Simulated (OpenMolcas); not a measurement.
Mn3+ among 5 point charges of -2.5 e arranged as a trigonal bipyramid (D3h), 1.93 Å from the ion, with the axial distance 2.065 Å.

```yaml
Program: OpenMolcas
Method: "SS-CASPT2, IPEA 0.25 Eh, imaginary shift 0.1 Eh (closed shells correlated: 3s 3p)"
Basis: ANO-RCC-VTZP [6s5p3d2f1g]
Scalar_Hamiltonian: DKH2, point nucleus
Active_space: 4 electrons in 5 orbitals (3d)
State_averaging: 2S+1 = 5 even, 5 roots; 2S+1 = 3 even, 45 roots; 2S+1 = 1 even, 50 roots
Spin-orbit_coupling: state interaction with AMFI integrals over the reference wave functions
```

Question: What is the spin-free ground state (labels of D3, the rotations of D3h)?

Answer: 5A1, 1-fold in its orbital part, 100 % from free-ion D terms; it has the highest spin that d4 allows.

Question: Where is the first state of the same spin?

Answer: 5E at 3160 cm-1 above the ground state.

Question: What are the lowest two levels with spin-orbit coupling?

Answer: A 1-fold level A1, then a 2-fold level E 9 cm-1 above it. Their leading multiplicities are 5 (100 %) and 5 (100 %).

Question: What is χT at 300 K, and how does it compare with the textbook value?

Answer: The lowest level has 2S+1 = 5, for which the spin-only value is χT = S(S+1) / 2 = 3.000 cm3 K/mol (g = 2). The computed 2.791 at 300 K differs by -0.209, through orbital momentum, spin-orbit coupling and any other state in reach.

Roots that are degenerate in the reference are averaged as groups; the widest CASPT2 spread within a group is 170 cm-1 (the 2-fold group of multiplicity 5 near 3160 cm-1 above the lowest state of its run). Shifts and gaps below about the spread of the groups concerned are not significant. The ground term spreads over less than 5000 cm-1, several times less than with real ligands, so orbital moments are less quenched and χT lies further from the spin-only value than at real sites. Free-ion shares, where given, are those of the reference states; single-state CASPT2 does not remix them. This is an electrostatic model: the charges have no orbitals. No measured value stands beside these numbers.
